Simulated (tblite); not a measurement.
C8H3ClF (doublet state).
Atom-mapped SMILES: `[C:1]#[C:2]/[C:3]([F:4])=[CH:5]/[C:6]#[C:7][C:8](=[CH2:9])[Cl:10]` (hydrogens: H11 on C5; H12, H13 on C9)

Cartesian coordinates in Å at the GFN2-xTB level; atoms count from 1:
```
atom  x, y, z in Å
C1     4.876   -0.012   -1.057
C2     3.760   -0.086   -0.570
C3     2.388    0.129   -0.397
F4     2.030    1.248    0.251
C5     1.428   -0.727   -0.849
C6     0.079   -0.549   -0.593
C7    -1.088   -0.338   -0.329
C8    -2.450   -0.168   -0.066
C9    -2.963    0.902    0.548
Cl10  -3.466   -1.482   -0.596
H11    1.738   -1.610   -1.389
H12   -4.016    0.990    0.744
H13   -2.320    1.704    0.863
```

Computed with GFN2-xTB (tblite): harmonic, unscaled wavenumbers at the GFN2-xTB geometry, gas phase. The method is semi-empirical: single wavenumbers can be off by several per cent or more. One conformer, not necessarily the lowest. Open shells enter through the occupations alone, without spin polarisation, and single modes of such species can be off by tens of per cent.

Harmonic wavenumbers (cm⁻¹): 35.0, 48.0, 56.4, 104.2, 145.9, 176.2, 268.8, 293.8, 320.0, 412.8, 440.4, 455.3, 513.0, 527.6, 559.8, 618.7, 648.8, 780.0, 817.9, 862.3, 866.2, 1054.7, 1153.0, 1243.9, 1283.1, 1367.8, 1459.2, 1604.5, 1967.9, 2251.0, 3082.2, 3118.2, 3160.2.

A = 3877, B = 391.5, C = 356.0 MHz; mass 152.991 u (most abundant isotopes); point group C1, symmetry number 1; spin multiplicity 2.

What is the zero-point energy?

½Σν̃ = 15848 cm⁻¹ = 45.31 kcal/mol.

Give the ideal-gas entropy at 273.15 K and 1 bar in the rigid-rotor, harmonic-oscillator model (classical rotation).

Translation 40.58, rotation 30.50, vibration 31.32, spin (R ln 2) 1.38: S = 103.8 cal/(mol K).

And Cp and H(273.15 K) − H(0)?

Cp = 36.04 cal/(mol K), of which vibrations give 28.09 (their classical limit is 33 R = 65.6); H(273.15 K) − H(0) = 6.39 kcal/mol without the zero-point energy, 4.22 from vibrations.

How do the functions run with temperature in this model?

| T (K) | S (cal/(mol K)) | Cp (cal/(mol K)) | H − H(0) (kcal/mol) | G − H(0) (kcal/mol) | ln q(vib) |
| --- | --- | --- | --- | --- | --- |
| 150 | 85.6 | 25.2 | 2.59 | -10.25 | 4.33 |
| 250 | 100.7 | 34.2 | 5.58 | -19.59 | 7.33 |
| 298.15 | 107.0 | 37.9 | 7.31 | -24.59 | 8.70 |
| 400 | 119.1 | 44.2 | 11.51 | -36.12 | 11.45 |
| 600 | 138.7 | 52.6 | 21.25 | -61.97 | 16.37 |
| 900 | 161.6 | 60.0 | 38.26 | -107.18 | 22.69 |

q(vib) and H(0) count from the zero-point level.

What must be added to the electronic energy to get the Gibbs energy at 273.15 K and 1 bar?

ZPE + [H(273.15 K) − H(0)] − T·S = 45.31 + 6.39 − 28.35 = 23.35 kcal/mol.

Blend soft modes into free rotors: weight 1/[1 + (100 cm⁻¹/ν̃)⁴] for the oscillator and the rest for a rotor with moment μB/(μ + B), μ = h/(8π²ν), B = 10⁻⁴⁴ kg m². What vibrational entropy results?

27.44 cal/(mol K) in place of 31.32, which changes −T·S at 273.15 K by +1.06 kcal/mol.

Hindered rotation and anharmonicity are outside this model. Other conformers, if any are populated, would add a mixing term that is left out.
